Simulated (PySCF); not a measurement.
## Correlation energy of Ga+ (gallium, charge +1)

[Ar] 3d10 4s2, closed-shell 1S. Calculation: PySCF 2.14, in def2-SVP (5s4p3d, 32 functions); no relativity, point nucleus. Frozen: [Ar] 3d10; 2 electrons correlated.

Total MP2 correlation energy: -24.49 mhartree.

Same-spin part 0.00 and opposite-spin part -24.49 mhartree; SCS-MP2 scales them by 1/3 and 6/5 to -29.39 mhartree.

With two correlated electrons CCSD is exact within the correlated space (frozen core and kept virtual orbitals).

```
level  correlation energy (mhartree)
 CCSD                         -36.46
```

Diagnostics: T1 = 0.0069, D1 = 0.0098, largest double amplitude 0.103.

Cost of the coupled-cluster step: 0.06 s of wall time on 1 thread of Neoverse-V1 (shared host), for 2 correlated electrons.
